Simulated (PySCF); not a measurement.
## Broadened absorption spectrum of C8H14O2

Species: C8H14O2.
SMILES: `CC/C(C)=C(/C)OC(C)=O`

Level of theory: TDDFT wB97X-D/def2-SVPD, vertical, gas phase, core orbitals frozen in the response in PySCF. The structure is a single PBE0-D3(BJ)/def2-SVP conformer in the gas phase; no vibrational or solvent corrections. Torsions of this conformer, `[CH3:1][CH2:2]/[C:3]([CH3:4])=[C:5](/[CH3:6])[O:7][C:8]([CH3:9])=[O:10]`: C1–C2–C3–C4 75°, C3–C5–O7–C8 99°, C5–O7–C8–C9 180°.

Broadening: Gaussians 0.4 eV wide at half height, area fixed by f = 4.319×10⁻⁹ ∫ε dν̃. The cross-section is σ = 3.8235×10⁻²¹ ε cm², given in Mb (10⁻¹⁸ cm²). The width is an assumption, not a result. The curve ends short of the highest state used, and states not computed would add to its high-energy end.

(λ (nm), σ (Mb)): (161.2, 3.11), (164.4, 1.50), (167.6, 1.08), (170.8, 5.85), (174.0, 26.94), (177.2, 68.72), (180.4, 103.65), (183.6, 99.52), (186.8, 65.08), (190.0, 31.52), (193.2, 13.60), (196.4, 7.02), (199.6, 4.38), (202.8, 2.71), (206.0, 1.77), (209.2, 1.38), (212.4, 1.14), (215.6, 0.83), (218.8, 0.50), (222.0, 0.24), (225.2, 0.10), (228.4, 0.03), (231.6, 0.01), (234.8, 0.00)

(1) Locate the maxima and give the states behind the curve.

(2) Coming from long wavelengths, where does ε first pass 100 L mol⁻¹ cm⁻¹?

(3) On this curve, what absorbance would a 10⁻⁴ mol/L sample give at 222 nm over a 1 cm path?

Results:

(1) 182 nm (6.83 eV), ε about 28000, made up of S3 (30%) and S4 (70%) (ε in L mol⁻¹ cm⁻¹; maxima over ε = 5, shares over 10%). At its high-energy end, 7.69 eV, the curve is still rising (ε about 810, from S5 and S6). The states used: S1 5.88 eV (f 0.0043); S2 6.32 eV (f 0.018); S3 6.73 eV (f 0.150); S4 6.87 eV (f 0.299); S5 7.64 eV (f 0.0040); S6 7.82 eV (f 0.0076); S7 7.92 eV (f 0.0012); S8 8.05 eV (f 0.0064); S9 8.10 eV (f 0.023); S10 8.29 eV (f 0.015).

(2) At about 220 nm (5.63 eV), 0.25 eV below S1.

(3) 222 nm is 5.585 eV, where ε is about 63 L mol⁻¹ cm⁻¹, so A = ε c l ≈ 0.0063 (Beer–Lambert, with the gas-phase spectrum and the assumed width).

All these states lie below the vertical ionisation energy of 8.48 eV (ΔSCF).
